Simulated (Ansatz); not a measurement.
H8NO2Si2Y (`[NH2][Y]([O][SiH3])[O][SiH3]`). The species carries charge 0 and has multiplicity 1. Y: def2 effective core potential. All single points use the PBE0-D4/def2-TZVP geometry. It is one conformer, not always the lowest.

```xyz
14

N    -1.329    2.398   -0.799
Y    -0.342    0.597   -0.215
O    -1.324   -0.657    1.091
Si   -2.047   -1.679    2.125
O     1.540    0.241   -0.972
Si    3.026   -0.088   -1.535
H    -0.972    3.112   -1.423
H    -2.246    2.712   -0.506
H    -2.393   -2.963    1.451
H    -1.155   -1.991    3.279
H    -3.306   -1.093    2.668
H     2.954   -0.733   -2.878
H     3.837    1.157   -1.665
H     3.756   -1.013   -0.621
```

**Question.** What is the dipole moment at r2SCAN/def2-TZVPP? (Best estimate.)

**Answer.** Computed: 1.86 D, with components (-0.89, 1.53, -0.57) D in this frame, pointing from negative to positive charge.

**Question.** And with PBE, B3LYP, ωB97M-V? (Estimate.)

**Answer.** Computed: PBE 1.88 D, B3LYP 1.78 D, ωB97M-V 1.75 D.

**Question.** Give the Mulliken charges with r2SCAN, ωB97M-V, PBE in def2-TZVPP. (An estimate is asked.)

**Answer.** The calculation gave: 
```json
{"atom": "N1", "r2SCAN": "-0.57", "ωB97M-V": "-0.47", "PBE": "-0.51"}
{"atom": "Y2", "r2SCAN": "1.40", "ωB97M-V": "1.28", "PBE": "1.20"}
{"atom": "O3", "r2SCAN": "-0.67", "ωB97M-V": "-0.62", "PBE": "-0.55"}
{"atom": "Si4", "r2SCAN": "0.42", "ωB97M-V": "0.30", "PBE": "0.32"}
{"atom": "O5", "r2SCAN": "-0.67", "ωB97M-V": "-0.62", "PBE": "-0.55"}
{"atom": "Si6", "r2SCAN": "0.42", "ωB97M-V": "0.30", "PBE": "0.32"}
{"atom": "H7", "r2SCAN": "0.13", "ωB97M-V": "0.09", "PBE": "0.12"}
{"atom": "H8", "r2SCAN": "0.13", "ωB97M-V": "0.09", "PBE": "0.12"}
{"atom": "H9", "r2SCAN": "-0.10", "ωB97M-V": "-0.06", "PBE": "-0.08"}
{"atom": "H10", "r2SCAN": "-0.10", "ωB97M-V": "-0.06", "PBE": "-0.08"}
{"atom": "H11", "r2SCAN": "-0.10", "ωB97M-V": "-0.06", "PBE": "-0.08"}
{"atom": "H12", "r2SCAN": "-0.10", "ωB97M-V": "-0.06", "PBE": "-0.08"}
{"atom": "H13", "r2SCAN": "-0.10", "ωB97M-V": "-0.06", "PBE": "-0.08"}
{"atom": "H14", "r2SCAN": "-0.10", "ωB97M-V": "-0.06", "PBE": "-0.08"}
```

B3LYP here is the variant with VWN-RPA as its local correlation; programs differ in this.
